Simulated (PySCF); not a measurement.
**SeS: from constants to spectrum**

PBE0 constants of SeS, ³Σ⁻ (triplet), unpaired electrons π ↑↑ (Se cc-pVTZ-PP with ECP10, S cc-pV(T+d)Z; scalar-relativistic core potentials (PySCF 2.14); masses 79.9165 and 31.9721 u):

| Quantity | Value |
| --- | --- |
| ωe | 577.6 cm⁻¹ |
| ωexe | 1.56 cm⁻¹ |
| Be | 0.17961 cm⁻¹ |
| αe | 0.000700 cm⁻¹ |
| D (centrifugal) | 6.95e-08 cm⁻¹ |
| De to Se + S | 4.09 eV |

Question: Give the vibrational terms G(v) and spacings up to v = 6.

Answer: G(v) = ωe(v+½) − ωexe(v+½)².

```json
{"v": "0", "G(v) (cm⁻¹)": "288.4", "G(v) − G(v−1)": "", "Bv (cm⁻¹)": "0.1793"}
{"v": "1", "G(v) (cm⁻¹)": "862.9", "G(v) − G(v−1)": "574.5", "Bv (cm⁻¹)": "0.1786"}
{"v": "2", "G(v) (cm⁻¹)": "1434.2", "G(v) − G(v−1)": "571.4", "Bv (cm⁻¹)": "0.1779"}
{"v": "3", "G(v) (cm⁻¹)": "2002.5", "G(v) − G(v−1)": "568.2", "Bv (cm⁻¹)": "0.1772"}
{"v": "4", "G(v) (cm⁻¹)": "2567.6", "G(v) − G(v−1)": "565.1", "Bv (cm⁻¹)": "0.1765"}
{"v": "5", "G(v) (cm⁻¹)": "3129.6", "G(v) − G(v−1)": "562.0", "Bv (cm⁻¹)": "0.1758"}
{"v": "6", "G(v) (cm⁻¹)": "3688.5", "G(v) − G(v−1)": "558.9", "Bv (cm⁻¹)": "0.1751"}
```

Question: How well does the Morse estimate ωe²/(4ωexe) reproduce De, and what is D0?

Answer: It gives 6.63 eV, 162 % of the computed De. D0 = De − G(0) = 4.09 − 0.04 = 4.05 eV.

Spin–orbit coupling is left out. The state was picked by a PBE0 search and need not be the measured ground state.
